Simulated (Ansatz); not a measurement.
`[F][GeH]([SH])[Cl]` + H₂ → `[SH][GeH2][Cl]` + H–F at 400 K and 1 bar (hydrogenolysis of a Ge–F bond).

Isolated molecules relaxed with PBE0-D4/def2-TZVP in Ansatz; ΔE leaves out vibrations. CCSD(T)/CBS adds triple-zeta CCSD(T) − MP2 to the extrapolated MP2 energy (def2 sets, frozen cores). This one scheme is used for every species. For Ge outer-core shells are correlated without core-valence functions, which leaves a few kJ/mol of doubt a bond. Scalar relativity is left out up to krypton. One conformer a species, not always the lowest.

```csv
species,CCSD(T)/CBS energy (Eh),H − E (kJ/mol),S (J/(mol·K))
`[F][GeH]([SH])[Cl]`,-3034.76350,84.5,369.7
H₂,-1.17544,38.0,139.0
`[SH][GeH2][Cl]`,-2935.52817,95.3,343.7
H–F,-100.39570,36.5,182.2
```

H − E and S are ideal-gas, rigid-rotor, harmonic terms from PBE0-D4/def2-TZVP, for one conformer and one mirror image of each species. The MP2-based limit puts H₂ 0.8 mEh under its directly extrapolated value; such offsets cancel only in part. 1 Eh = 2625.50 kJ/mol, R = 8.31446 J/(mol·K).

Problem. By hand: ΔE, ΔH, ΔS and ΔG.

Solution. ΔE = (-2935.52817) + (-100.39570) − (-3034.76350) − (-1.17544) = 0.01507 Eh = 39.6 kJ/mol. Δ(H − E) = 95.3 + 36.5 − 84.5 − 38.0 = 9.3, so ΔH = 48.9 kJ/mol. ΔS = 343.7 + 182.2 − 369.7 − 139.0 = 17.2 J/(mol·K). ΔG = 48.9 − 400 × (17.2)/1000 = 42.0 kJ/mol.

Problem. By hand: the equilibrium constant, and the temperature at which ΔG would vanish if ΔH and ΔS stayed fixed.

Solution. log₁₀ K = −ΔG/(RT ln 10) = -5.5. ΔG = 0 at ΔH/ΔS = 2843 K, far beyond where these terms or the molecules hold.

ΔH outweighs TΔS. A doubt of 5 kJ/mol in ΔE shifts log₁₀ K by 0.7 here. Other conformers and mirror images would add mixing entropy, several J/(mol·K) or more a flexible species. These are equilibria of isolated gas molecules and say nothing of rates. Largest T1 diagnostic: 0.011 (customary marks: 0.02 for closed shells, 0.045 for open ones).
